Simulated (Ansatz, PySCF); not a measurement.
System: C$_{2}$H$_{10}$N$_{2}$O$_{2}$Si (charge 0, singlet). 
Structure (B3LYP-D3(BJ)/def2-TZVP (Ansatz, a first-principles code) minimum search):
```xyz
17

Si     0.0834    -0.4969    -0.0089
O     -1.0030     0.3066    -0.9515
C     -2.0390     1.1067    -0.4142
O      0.8535     0.5838     0.9675
C      1.5685     1.6964     0.4645
N      1.0299    -1.2897    -1.1761
N     -0.5456    -1.5954     1.1243
H     -2.6340     1.4960    -1.2409
H     -2.6910     0.5223     0.2427
H     -1.6402     1.9502     0.1584
H      2.3717     1.3801    -0.2086
H      2.0087     2.2294     1.3078
H      0.9129     2.3830    -0.0806
H      1.7606    -1.9380    -0.9414
H      1.0371    -1.0088    -2.1411
H     -0.6384    -1.3662     2.0984
H     -1.0260    -2.4382     0.8628
```

Total electronic energies in hartree. Correlated levels leave the core frozen unless marked. Spin-orbit coupling is left out. No relativistic terms. CBS(X,Y): correlation extrapolated as X^-3; Hartree-Fock from the larger set. [CCSD(T)-MP2]/basis is that difference in the basis named.

```csv
level,program,energy (Eh)
HF/cc-pV(T+d)Z,Ansatz,-629.43225
HF-D3(BJ)/def2-TZVPD,PySCF + dftd3,-629.53702
HF-D4/def2-TZVPD,PySCF + dftd4,-629.48778
SVWN5/def2-TZVPD,Ansatz,-628.11187
PBE-D4/def2-TZVPD,Ansatz + dftd4,-631.43928
revPBE/def2-TZVPD,Ansatz,-631.80110
r2SCAN/def2-TZVPD,PySCF,-631.77823
r2SCAN-D3(BJ)/def2-TZVPD,Ansatz + dftd3,-631.78231
PBE0-D4/def2-TZVPD,Ansatz + dftd4,-631.48925
BHLYP-D3(BJ)/def2-TZVPD,Ansatz + dftd3,-631.82232
r2SCANh/def2-TZVPD,Ansatz,-631.75909
r2SCAN0-D4/def2-TZVPD,Ansatz + dftd4,-631.73677
r2SCAN0/def2-TZVPD,Ansatz,-631.73220
HSE06/def2-TZVPD,Ansatz,-631.45290
CAM-B3LYP-D3(BJ)/def2-TZVPD,Ansatz + dftd3,-631.87189
LC-wPBE/def2-TZVPD,Ansatz,-631.69917
wB97M-V/def2-TZVPD,Ansatz,-631.83841
wB97X/def2-TZVPD,Ansatz,-631.89739
RI-MP2/cc-pV(Q+d)Z,Ansatz,-630.93269
SCS-MP2/aug-cc-pV(D+d)Z,Ansatz,-630.46159
CCSD/STO-3G,Ansatz,-621.85590
CCSD(T)/6-31G*,Ansatz,-630.34136
"RI-MP2/CBS(cc-pV(T+d)Z,cc-pV(Q+d)Z)+[CCSD(T)-MP2]/cc-pV(D+d)Z",Ansatz,-631.0987
```

Totals of different functionals don't rank their quality; only differences between species are comparable.
